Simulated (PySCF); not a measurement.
# A survey of 19F NMR shifts

Computed data (PySCF): PBE0/pcSseg-1 with gauge-including orbitals, GFN2-xTB structure. Isolated molecule, non-relativistic Hamiltonian, one averaged value for each set of equivalent atoms, a single conformation.

Shieldings were converted by a linear fit to measured shifts: 19F (scatter 6.0 ppm rms, 7.0 ppm with the 5 outliers that the fit left out vs CFCl3, solution or neat liquid, with a term for F on sp3 carbon). Occasional misses reach two or three times the rms, and more in compound classes unlike the fitted ones.

Task: Give the 19F shifts of `C=Cc1nccnc1F`.

Result: 
```tsv
compound	environment	δ (ppm)
C=Cc1nccnc1F	aryl fluorine	-88.1
```

Task: Match the shifts -83.4, -108.9, -154.8, -233.0 ppm to `C#C[C@@H]1[C@H](F)[Si@@H]1C#C`, `C#C/C=C(/F)[SiH2]C#C`, `C#CC1=CC=C(F)[SiH2]1`, `Cc1c(F)nnn1C(C)C`.

Result: -83.4: C#C/C=C(/F)[SiH2]C#C (vinylic fluorine); -108.9: C#CC1=CC=C(F)[SiH2]1 (vinylic fluorine); -154.8: Cc1c(F)nnn1C(C)C (aryl fluorine); -233.0: C#C[C@@H]1[C@H](F)[Si@@H]1C#C (fluorine on an sp3 carbon).
